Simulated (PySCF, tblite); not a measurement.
Isomers of C8H10Ge. Computed with GFN2-xTB (tblite): harmonic, unscaled wavenumbers at the GFN2-xTB geometry, gas phase. This tight-binding method is rough: wavenumbers can miss measured ones by several per cent, in bad cases by 10 to 20. Modes of hydrogen on germanium can be 10 to 20 % off. One conformer each.

Electronic energies: PBE0-D3(BJ)/def2-SVP at its own geometries (PySCF, gas phase).

```tsv
SMILES	electronic energy, lowest = 0 (kJ/mol)
C=CCC#CCC#[C][GeH3]	391.9
C=Cc1ccc[c]([GeH3])c1	0.0
CC#[C][Ge@H]1[CH]=CC(C)=[CH]1	184.3
C#C[C]1=C(CC)C=[CH][GeH2]1	206.3
```

How do GFN2-xTB zero-point energies change the relative energies?

```csv
SMILES,ZPE (kJ/mol),of it from modes above 1550 cm⁻¹,electronic (kJ/mol),"with ZPE, lowest = 0 (kJ/mol)",lowest mode (cm⁻¹),rings
C=Cc1ccc[c]([GeH3])c1,369.7,194.3,0.0,0.0,13i,1
CC#[C][Ge@H]1[CH]=CC(C)=[CH]1,376.9,207.6,184.3,191.5,27,1
C#C[C]1=C(CC)C=[CH][GeH2]1,371.9,193.5,206.3,208.4,45,1
C=CCC#CCC#[C][GeH3],360.7,201.1,391.9,382.9,1i,0
```

The zero-point energies span 16.2 kJ/mol, from `C=CCC#CCC#[C][GeH3]` to `CC#[C][Ge@H]1[CH]=CC(C)=[CH]1`. Slightly imaginary modes are left out of the zero-point energy: `C=Cc1ccc[c]([GeH3])c1` 13.3i, 4.0i cm⁻¹ and `C=CCC#CCC#[C][GeH3]` 1.4i cm⁻¹. The order is unchanged.

And how do the electronic energies of GFN2-xTB itself compare?

`C=Cc1ccc[c]([GeH3])c1` 0.0; `CC#[C][Ge@H]1[CH]=CC(C)=[CH]1` 206.5; `C#C[C]1=C(CC)C=[CH][GeH2]1` 194.7; `C=CCC#CCC#[C][GeH3]` 301.7 kJ/mol, lowest = 0. Against the energies above, taken from the same isomer `C=Cc1ccc[c]([GeH3])c1`, the largest difference is 90.2 kJ/mol. The two levels were optimised apart and needn't hold the same conformer.
